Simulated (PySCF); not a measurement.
Be(tBu)(SH) (C4H10BeS), SMILES C[C](C)(C)[Be][SH].

Geometry optimised at B3LYP-D3(BJ)/def2-SVP. One conformer was computed; it need not be the lowest.

These are PBE/def2-TZVP in PySCF values and carry that method's errors.

```
Property                                                                                                         Value
---------------------------------------------------------------------------------------------  -----------------------
total energy                                                                                        -571.05344 hartree
highest occupied level                                                                                        -6.00 eV
lowest empty level                                                                                            -1.33 eV
orbital gap                                                                                                    4.67 eV
dipole moment                                                                                                   0.86 D
quadrupole, principal values (traceless, Buckingham form, about the centre of nuclear charge)    -6.79, 0.04, 6.75 D·Å
mean static polarisability                                                                       87.3 bohr³ (12.93 Å³)
polarisability, principal values                                                               80.4, 80.4, 101.0 bohr³
```
